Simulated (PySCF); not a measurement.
**Static response to an electric field**

Compound: AlCl2(CF3), CAlCl2F3.
Structure used (PBE0-D3(BJ)/def2-SVP), in Å, numbered top down from 1:
```xyz
7
CAlCl2F3 angstrom
Al     0.611    0.874   -0.055
Cl     2.681    0.823    0.139
Cl    -0.405    2.653   -0.403
C     -0.485   -0.805    0.054
F      0.154   -1.833    0.628
F     -0.847   -1.206   -1.180
F     -1.618   -0.608    0.748
```

Level: wB97X-D/def2-SVPD (PySCF), static field, nuclei fixed, core orbitals frozen in the response. The polarisability tensor in these axes (au):

```
x   70.36 -1.63  1.89
y   -1.63 67.55 -2.06
z    1.89 -2.06 53.71
```

Question: What are the eigenvalues, a third of the trace, and Δα (Δα² = ½Σ(αi − αj)² over the three pairs)?

Answer: Principal values 53.25, 66.88 and 71.48 au; mean 63.87 au = 9.46 Å³ = 10.53 × 10⁻⁴⁰ C²·m²/J; Δα = 16.42 au (26 % of the mean).

Question: What is the dipole moment, and where does it point?

Answer: (0.65, 0.75, 0.07) D, 0.99 D in size, pointing from the negative to the positive side. Measured along this direction, the outermost atoms are F6 and F7 at the negative end and Cl2 at the positive end.

Question: In a dilute gas of rigid molecules at 298 K, how does the orientational term μ²/3kT compare with the electronic polarisability?

Answer: In Gaussian units μ²/3kT = 8.00 Å³ against 9.46 Å³, a ratio of 0.85; the Debye molar polarisation (4π/3)N_A(α + μ²/3kT) is 44.1 cm³/mol, leaving out the vibrational part.

Question: Molar refractivity from α?

Answer: Lorentz–Lorenz: R = (4π/3)N_A α = 2.5225 cm³/(mol·Å³) × 9.46 Å³ = 23.9 cm³/mol, in the limit of long wavelengths.

Question: Find the Langevin capture rate constant for NH4+ (18.034 u) meeting this molecule (165.914 u), k = 2.342 × 10⁻⁹ cm³/s × √(α in Å³ / reduced mass in u).

Answer: The reduced mass is 16.27 u, so k = 1.79 × 10⁻⁹ cm³/s. The formula leaves out the permanent dipole, which adds to the capture rate.

Question: Give the principal axes and the span of the nuclei along them.

Answer: Largest value along (0.89, -0.44, 0.15), where the nuclei span 3.62 Å; middle along (0.46, 0.89, -0.07), 3.80 Å; least along (-0.10, 0.13, 0.99), 2.06 Å. The strongest response doesn't lie along the longest of the three spans.

Question: What depolarisation ratio follows for Rayleigh scattering of linearly polarised light, taking the static tensor?

Answer: ρ = 3Δα²/(45ᾱ² + 4Δα²) = 808.8/(183580 + 1078.5) = 0.00438.

Isolated species at its PBE0-D3(BJ)/def2-SVP geometry, gas phase.
